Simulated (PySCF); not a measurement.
C2H10ClNSi2, SMILES C[Si@H](Cl)[C@H](N)[SiH3].

Coordinates come from a PBE0-D3(BJ)/def2-SVP optimisation. The structure was generated by enumeration; whether it is a known compound was not checked. One conformer was computed; it need not be the lowest.

Two levels are set side by side: PBE/def2-TZVP (PySCF) and r2SCAN/def2-TZVP (PySCF). Same geometry, gas phase. Differences are taken from unrounded values.

```tsv
quantity	r2SCAN	PBE	PBE minus r2SCAN
orbital gap (eV)	5.74	5.08	-0.67
highest occupied level (eV)	-5.68	-5.43	0.25
lowest empty level (eV)	0.06	-0.35	-0.41
dipole moment (D)	2.08	2.00	-0.07
```

Rough cost on one machine, each run with all the roots and properties that it gave: r2SCAN against PBE about 2 times.
